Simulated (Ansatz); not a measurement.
Two members of one family (Oligo(phenylene ethynylene)), computed with Ansatz in the gas phase. The two geometries come from different levels. Binding counts from free atoms in the multiplicity of their measured ground term, without zero-point energy. Sets without diffuse functions give affinities that are too small. A dash marks a value that wasn't run or was left out as unsound. The structures are stationary points that may keep the symmetry of their start. Remarks come from the PBE and PBE0 runs and from stability tests at other levels; not every state was tested. HOMO above LUMO (over both spins in singlets and doublets, within one spin in higher multiplets; at PBE or PBE0), or a gap under 0.15 eV within one spin, warns that the state may not be the lowest or that an electron is smeared out.

First: C#Cc1ccc(C#Cc2ccc(C#Cc3ccc(C#Cc4ccc(C#Cc5ccc(C#Cc6ccccc6)cc5)cc4)cc3)cc2)cc1 (singlet, charge 0, r2SCAN-D4/def2-SVP geometry).

```xyz
74

C    20.512   -2.493   -1.184
C    19.303   -2.348   -1.129
C    17.890   -2.178   -1.066
C    17.058   -3.230   -0.622
C    15.681   -3.066   -0.560
C    15.081   -1.842   -0.939
C    13.677   -1.672   -0.875
C    12.460   -1.526   -0.817
C    11.056   -1.356   -0.750
C    10.211   -2.442   -0.416
C     8.835   -2.276   -0.348
C     8.245   -1.016   -0.608
C     6.842   -0.845   -0.535
C     5.625   -0.697   -0.468
C     4.222   -0.526   -0.386
C     3.369   -1.634   -0.161
C     1.994   -1.466   -0.080
C     1.413   -0.182   -0.213
C     0.010   -0.009   -0.123
C    -1.204    0.141   -0.040
C    -2.606    0.313    0.060
C    -3.176    1.609    0.105
C    -4.548    1.779    0.209
C    -5.414    0.660    0.270
C    -6.816    0.832    0.379
C    -8.029    0.982    0.477
C    -9.429    1.155    0.594
C   -10.308    0.052    0.473
C   -11.680    0.221    0.588
C   -12.234    1.501    0.832
C   -13.636    1.673    0.953
C   -14.847    1.822    1.059
C   -16.251    1.995    1.183
C   -16.790    3.234    1.598
C   -18.169    3.397    1.719
C   -19.034    2.335    1.430
C   -18.513    1.104    1.017
C   -17.135    0.929    0.895
C   -11.356    2.604    0.953
C    -9.984    2.436    0.834
C    -4.845   -0.636    0.222
C    -3.472   -0.805    0.122
C     2.265    0.926   -0.439
C     3.640    0.757   -0.524
C     9.090    0.070   -0.942
C    10.465   -0.097   -1.012
C    15.918   -0.790   -1.384
C    17.294   -0.956   -1.446
H    21.577   -2.621   -1.232
H    17.513   -4.179   -0.326
H    15.044   -3.884   -0.214
H    10.657   -3.419   -0.212
H     8.192   -3.122   -0.090
H     3.808   -2.629   -0.054
H     1.346   -2.327    0.094
H    -2.517    2.480    0.057
H    -4.976    2.783    0.244
H    -9.891   -0.941    0.286
H   -12.350   -0.637    0.491
H   -16.111    4.060    1.824
H   -18.573    4.361    2.043
H   -20.116    2.468    1.526
H   -19.186    0.272    0.789
H   -16.723   -0.031    0.572
H   -11.773    3.596    1.141
H    -9.315    3.294    0.928
H    -5.505   -1.507    0.269
H    -3.044   -1.810    0.089
H     1.827    1.922   -0.545
H     4.289    1.619   -0.698
H     8.645    1.047   -1.145
H    11.108    0.748   -1.271
H    15.464    0.160   -1.680
H    17.932   -0.139   -1.792
```

```json
{"level": "PBE-D4/def2-SVP", "HOMO (eV)": "-4.96", "LUMO (eV)": "-3.09", "gap (eV)": "1.87", "vertical IE (eV)": "6.06", "vertical EA (eV)": "2.09", "vertical triplet (eV)": "1.79", "binding per atom (eV)": "5.85"}
{"level": "r2SCAN-D4/def2-SVP", "HOMO (eV)": "-5.13", "LUMO (eV)": "-3.10", "gap (eV)": "2.03", "vertical IE (eV)": "–", "vertical EA (eV)": "–", "vertical triplet (eV)": "–", "binding per atom (eV)": "5.63"}
{"level": "PBE0-D4/def2-SVP", "HOMO (eV)": "-5.74", "LUMO (eV)": "-2.53", "gap (eV)": "3.21", "vertical IE (eV)": "6.52", "vertical EA (eV)": "1.83", "vertical triplet (eV)": "2.29", "binding per atom (eV)": "5.71"}
```

Second: C#Cc1ccc(C#Cc2ccc(C#Cc3ccc(C#Cc4ccc(C#Cc5ccc(C#Cc6ccc(C#Cc7ccccc7)cc6)cc5)cc4)cc3)cc2)cc1 (singlet, charge 0, PBE-D4/def2-SVP geometry).

```xyz
86

C    16.728  -17.050    4.157
C    15.889  -16.183    3.934
C    14.912  -15.175    3.674
C    15.268  -13.977    3.002
C    14.316  -12.993    2.749
C    12.965  -13.166    3.156
C    11.993  -12.163    2.900
C    11.147  -11.292    2.677
C    10.173  -10.291    2.421
C     8.813  -10.492    2.781
C     7.857   -9.511    2.531
C     8.217   -8.284    1.910
C     7.243   -7.285    1.656
C     6.393   -6.417    1.439
C     5.414   -5.421    1.191
C     5.779   -4.156    0.654
C     4.817   -3.178    0.414
C     3.445   -3.419    0.700
C     2.465   -2.423    0.458
C     1.609   -1.557    0.251
C     0.624   -0.564    0.016
C    -0.758   -0.852    0.193
C    -1.725    0.122   -0.035
C    -1.356    1.432   -0.449
C    -2.343    2.426   -0.677
C    -3.203    3.289   -0.872
C    -4.193    4.281   -1.094
C    -3.828    5.618   -1.413
C    -4.798    6.592   -1.626
C    -6.181    6.276   -1.531
C    -7.172    7.269   -1.746
C    -8.034    8.132   -1.931
C    -9.025    9.126   -2.140
C    -8.662   10.471   -2.416
C    -9.635   11.446   -2.620
C   -11.017   11.121   -2.561
C   -12.010   12.115   -2.769
C   -12.872   12.978   -2.949
C   -13.866   13.975   -3.156
C   -13.498   15.324   -3.401
C   -14.480   16.299   -3.604
C   -15.842   15.956   -3.565
C   -16.218   14.623   -3.322
C   -15.245   13.640   -3.118
C   -11.380    9.774   -2.288
C   -10.408    8.799   -2.082
C    -6.547    4.939   -1.213
C    -5.575    3.965   -0.998
C     0.025    1.721   -0.627
C     0.992    0.745   -0.401
C     3.080   -4.684    1.237
C     4.041   -5.661    1.478
C     9.579   -8.084    1.550
C    10.534   -9.065    1.799
C    12.610  -14.367    3.830
C    13.564  -15.351    4.083
H    17.467  -17.813    4.354
H    16.311  -13.833    2.682
H    14.601  -12.067    2.228
H     8.522  -11.437    3.263
H     6.807   -9.677    2.813
H     6.837   -3.957    0.428
H     5.112   -2.203   -0.001
H    -1.054   -1.862    0.514
H    -2.790   -0.113    0.104
H    -2.761    5.875   -1.490
H    -4.504    7.622   -1.872
H    -7.596   10.736   -2.465
H    -9.341   12.485   -2.831
H   -12.431   15.588   -3.430
H   -14.180   17.342   -3.793
H   -16.611   16.726   -3.724
H   -17.284   14.349   -3.292
H   -15.536   12.596   -2.928
H   -12.447    9.509   -2.239
H   -10.702    7.760   -1.871
H    -7.614    4.682   -1.136
H    -5.870    2.935   -0.751
H     0.321    2.730   -0.946
H     2.057    0.980   -0.542
H     2.021   -4.883    1.462
H     3.748   -6.635    1.895
H     9.869   -7.138    1.068
H    11.583   -8.900    1.515
H    11.568  -14.511    4.151
H    13.279  -16.276    4.604
```

Question: Estimate how these quantities change from the first to the second (second minus first).

Answer: 
| level | Δ HOMO (eV) | Δ LUMO (eV) | Δ gap (eV) | Δ vertical IE (eV) | Δ vertical EA (eV) | Δ vertical triplet (eV) | Δ binding per atom (eV) |
| --- | --- | --- | --- | --- | --- | --- | --- |
| PBE-D4/def2-SVP | 0.03 | -0.08 | -0.11 | -0.13 | 0.18 | -0.09 | 0.02 |
| r2SCAN-D4/def2-SVP | 0.03 | -0.09 | -0.11 | – | – | – | 0.01 |
| PBE0-D4/def2-SVP | 0.04 | -0.09 | -0.13 | -0.11 | 0.16 | -0.07 | 0.01 |

Remarks: gap within one spin near zero at PBE or PBE0 (+1 doublet).
